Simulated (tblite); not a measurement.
Input of a run (GFN2-xTB geometry optimisation, gas phase (tblite 0.8.0)), started from a force field or distance geometry:
```
{"job": {"kind": "relax", "xc": "GFN2-xTB", "basis": "xTB"}, "charge": 0, "multiplicity": 1}
Cl    -0.263400    -2.501700     1.284800
C      0.608700    -1.148800     0.735700
C      1.938600    -0.968400     0.919800
C      2.306400     0.300200     0.309900
C      1.222900     0.875400    -0.212600
C      0.003300     0.005800    -0.006200
C     -1.094600     0.727500     0.727100
C     -2.196900     0.750100    -0.022700
C     -1.939600     0.070600    -1.274600
C     -0.680200    -0.365900    -1.290100
H      2.610900    -1.633700     1.415300
H      3.309200     0.682500     0.317000
H      1.206800     1.828600    -0.723500
H     -0.997200     1.148300     1.716300
H     -3.154900     1.194800     0.242300
H     -2.678100    -0.050000    -2.048200
H     -0.208900    -0.903400    -2.100400
```

Output (eV, eV/Å):
```
step      E/eV     max force
  0    -743.14901    0.977
  1    -743.16656    0.780
  2    -743.17499    0.192
  3    -743.17846    0.181
  4    -743.18385    0.244
  5    -743.18825    0.262
  6    -743.19152    0.172
  7    -743.19313    0.109
  8    -743.19422    0.088
  9    -743.19529    0.094
 10    -743.19602    0.062
 11    -743.19641    0.053
 12    -743.19664    0.049
 13    -743.19680    0.029
 14    -743.19688    0.017
 15    -743.19691    0.013
 16    -743.19693    0.012
 17    -743.19695    0.013
 18    -743.19698    0.015
 19    -743.19701    0.015
 20    -743.19704    0.014
 21    -743.19707    0.016
 22    -743.19710    0.016
 23    -743.19712    0.013
 24    -743.19715    0.014
 25    -743.19718    0.018
 26    -743.19723    0.023
 27    -743.19729    0.023
 28    -743.19734    0.016
 29    -743.19739    0.015
 30    -743.19742    0.015
 31    -743.19747    0.018
 32    -743.19751    0.015
 33    -743.19755    0.019
 34    -743.19760    0.023
 35    -743.19766    0.022
 36    -743.19771    0.015
 37    -743.19773    0.011
 38    -743.19775    0.007
```

Problem. Summarise the run.

Solution. The energy falls by 1.1 kcal/mol over 38 L-BFGS steps, the largest force on an atom goes from 0.98 to 0.007 eV/Å, and the atoms move by 0.044 Å rms after alignment. Among the bonds, C2=C3 and C8–H15 change most and about equally (-0.014 to -0.013 Å). Bonds longer at the end by more than 0.005 Å: 3 of 18; shorter: 7. Among the angles that change most is Cl1–C2–C3, from 124.4° to 128.1°. The energy never rose by more than 1e-5 eV on the way. The first step brought 36 % of the lowering.

Problem. What are the final bond lengths?

Solution. Cl1–C2 1.704 Å, C2=C3 1.341 Å, C3–C4 1.448 Å, C4=C5 1.338 Å, C5–C6 1.504 Å, C6–C7 1.506 Å, C7=C8 1.336 Å, C8–C9 1.451 Å, C9=C10 1.336 Å, C2–C6 1.508 Å, C6–C10 1.506 Å, C3–H11 1.074 Å, C4–H12 1.075 Å, C5–H13 1.073 Å, C7–H14 1.073 Å, C8–H15 1.075 Å, C9–H16 1.075 Å, C10–H17 1.073 Å. Numbering counts from 1 in the input's order; the species is `ClC1=CC=CC12C=CC=C2`.

Hardware: Intel Xeon Platinum 8375C at 2.90 GHz, one thread (shared host). Cost: 0.36 s wall.

Its GFN2-xTB frequencies are all real (lowest 72 cm⁻¹).

All values are computed, not measured.
